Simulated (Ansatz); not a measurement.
GeHMe2F (C₂H₇FGe). The state is a triplet with charge 0. Geometry PBE0-D4/def2-SVP, that of the neutral singlet; atoms count from 1.

```
atom    x (Å)    y (Å)    z (Å)
 Ge1   0.7127  -0.0153   0.0441
  H2   1.7754  -0.4697   1.0649
  C3  -0.3646   1.4585   0.6964
  H4  -0.9380   1.1505   1.5838
  H5  -1.0703   1.7827  -0.0823
  H6   0.2733   2.3108   0.9701
  C7  -0.3449  -1.4898  -0.6382
  H8   0.3046  -2.2598  -1.0782
  H9  -1.0375  -1.1288  -1.4124
 H10  -0.9320  -1.9475   0.1724
 F11   1.6214   0.6083  -1.3206
```

At PBE0-D4/def2-TZVP a singlet of charge 0 lies 7.75 eV below the triplet at the same geometry.

Q: Estimate the Mulliken populations from the PBE0/def2-TZVP orbitals of Ansatz.

A: 
```csv
atom,charge (e),spin (α − β)
Ge1,-0.11,1.21
H2,0.22,0.41
C3,-0.42,0.05
H4,0.16,0.02
H5,0.16,0.03
H6,0.16,0.00
C7,-0.42,0.06
H8,0.16,0.00
H9,0.16,0.03
H10,0.16,0.02
F11,-0.22,0.17
```
Mulliken values and Mayer orders depend strongly on the basis.

Q: Where does the spin sit?

A: Summed by element: Ge 1.21, H 0.51, C 0.11, F 0.17, of 2 unpaired in all. Largest on single atoms: Ge1 1.21, H2 0.41, F11 0.17.

Q: And the Mayer bond orders between bonded heavy atoms (over 0.3)?

A: Ge1–C3 0.82 (1.94 Å); Ge1–C7 0.82 (1.94 Å); Ge1–F11 0.76 (1.75 Å).
